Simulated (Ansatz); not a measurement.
A geometry relaxed with PBE0-D4/def2-SVP in Ansatz (a first-principles code), charge 0, multiplicity 1:

```xyz
24

Ge    -2.2385    -3.3959     2.3595
H     -4.2761    -4.8739     0.2301
H     -3.1191    -2.1444     2.5462
H      3.4088     2.4693     0.9090
N      5.6225     1.5724    -0.3971
Ge     0.9701    -1.1021     1.5737
H      4.8689     0.7869     2.0982
H     -4.8610    -6.2577     3.7636
H      3.5804    -1.9197    -0.2007
H     -1.0494    -2.5564    -0.5710
H     -2.7714    -6.5019     1.4415
Ge    -0.4414    -2.9180     0.8001
C     -5.0929    -5.5619     2.9088
Ge     4.2341     1.1779     0.7496
H      0.1007     0.1569     1.7750
H     -1.6429    -3.7665     3.7340
H      1.5621    -1.4827     2.9473
Ge    -3.6306    -5.2272     1.5801
H      6.2683     0.7994    -0.5402
H      0.4106    -4.1911     0.6139
H      2.1336    -0.2678    -1.3567
H      5.3185     1.8983    -1.3118
Ge     2.7640    -0.6242     0.0086
O     -6.1635    -5.0255     2.8288
```

**Question.** Write the SMILES of this molecule.

**Answer.** `[NH2][GeH2][GeH2][GeH2][GeH2][GeH2][GeH2][CH]=O`
